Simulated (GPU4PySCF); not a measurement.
hexaazatrinaphthylene (C24H12N6), SMILES c1cccc2c1nc1c3c(nc4ccccc4n3)c3nc4c(cccc4)nc3c1n2. Atoms are numbered in the order given.

```xyz
42

C     -4.9012    -3.4062    -0.6477
C     -3.9905    -4.4674    -0.4028
C     -2.6597    -4.2135    -0.1776
C     -2.1838    -2.8760    -0.1887
N     -0.8816    -2.6263     0.0316
C     -0.4836    -1.3728     0.0123
C     -1.4049    -0.2993    -0.2353
N     -2.6817    -0.5289    -0.4524
C     -3.1028    -1.8052    -0.4358
C     -4.4721    -2.1017    -0.6649
C     -0.9255     1.0952    -0.2499
N     -1.7927     2.0572    -0.4794
C     -1.3401     3.3227    -0.4894
C     -2.2391     4.3941    -0.7327
C     -1.7754     5.6867    -0.7427
C     -0.4031     5.9681    -0.5120
C      0.4918     4.9539    -0.2736
C      0.0447     3.6066    -0.2566
N      0.9195     2.6132    -0.0235
C      0.4626     1.3798    -0.0166
C      1.4087     0.2775     0.2376
N      2.6740     0.5690     0.4479
C      3.5235    -0.4468     0.6781
C      4.8985    -0.1807     0.9103
C      5.7656    -1.2195     1.1455
C      5.3040    -2.5620     1.1598
C      3.9800    -2.8523     0.9387
C      3.0578    -1.8014     0.6925
N      1.7618    -2.0843     0.4760
C      0.9418    -1.0805     0.2520
H     -5.9547    -3.6360    -0.8238
H     -4.3584    -5.4961    -0.3946
H     -1.9359    -5.0077     0.0135
H     -5.1479    -1.2650    -0.8503
H     -3.2878     4.1465    -0.9066
H     -2.4660     6.5124    -0.9298
H     -0.0606     7.0055    -0.5254
H      1.5522     5.1386    -0.0930
H      5.2234     0.8611     0.8932
H      6.8240    -1.0164     1.3244
H      6.0150    -3.3696     1.3494
H      3.5954    -3.8737     0.9434
```
Charge 0, spin multiplicity 1.

Geometry optimised at PBE0-D3(BJ)/def2-SVP.

Two levels are set side by side: PBE-D3(BJ)/def2-SVP (GPU4PySCF) and PBE0-D3(BJ)/def2-SVP (GPU4PySCF). Each level has its own optimised geometry; the coordinates shown are those of the second. Frequencies come from the Hessian of GPU4PySCF at each geometry. Differences are taken from unrounded values.

```tsv
quantity	PBE0-D3(BJ)
mean bond length (Å)	1.315
bond C1–C2 (Å)	1.420
bond C1–C10 (Å)	1.373
bond C2–C3 (Å)	1.373
bond C3–C4 (Å)	1.420
bond C4–N5 (Å)	1.344
bond C4–C9 (Å)	1.433
bond N5–C6 (Å)	1.315
bond C6–C7 (Å)	1.436
bond C6–C30 (Å)	1.475
bond C7–N8 (Å)	1.315
bond C7–C11 (Å)	1.475
bond N8–C9 (Å)	1.344
bond C9–C10 (Å)	1.420
bond C11–N12 (Å)	1.315
bond C11–C20 (Å)	1.436
bond N12–C13 (Å)	1.344
highest harmonic wavenumber (cm⁻¹)	3240
mean harmonic wavenumber (cm⁻¹)	1148
zero-point energy (kcal/mol)	196.87
```

### Question
What does PBE-D3(BJ) give, and how far is it from PBE0-D3(BJ)? (An estimate is asked for; the answer gives what the named calculation found.)

### Answer

| quantity | PBE-D3(BJ) | PBE-D3(BJ) minus PBE0-D3(BJ) |
|---|---|---|
| mean bond length (Å) | 1.325 | 0.010 |
| bond C1–C2 (Å) | 1.426 | 0.007 |
| bond C1–C10 (Å) | 1.386 | 0.012 |
| bond C2–C3 (Å) | 1.386 | 0.012 |
| bond C3–C4 (Å) | 1.427 | 0.007 |
| bond C4–N5 (Å) | 1.355 | 0.010 |
| bond C4–C9 (Å) | 1.448 | 0.015 |
| bond N5–C6 (Å) | 1.330 | 0.015 |
| bond C6–C7 (Å) | 1.447 | 0.011 |
| bond C6–C30 (Å) | 1.480 | 0.005 |
| bond C7–N8 (Å) | 1.330 | 0.015 |
| bond C7–C11 (Å) | 1.480 | 0.005 |
| bond N8–C9 (Å) | 1.355 | 0.010 |
| bond C9–C10 (Å) | 1.427 | 0.007 |
| bond C11–N12 (Å) | 1.331 | 0.015 |
| bond C11–C20 (Å) | 1.447 | 0.011 |
| bond N12–C13 (Å) | 1.355 | 0.010 |
| highest harmonic wavenumber (cm⁻¹) | 3144 | -95 |
| mean harmonic wavenumber (cm⁻¹) | 1106 | -41 |
| zero-point energy (kcal/mol) | 189.77 | -7.10 |

GGA bonds tend to be longer and softer than those of functionals with exact exchange. Differences between two approximate levels are no errors against the true value.
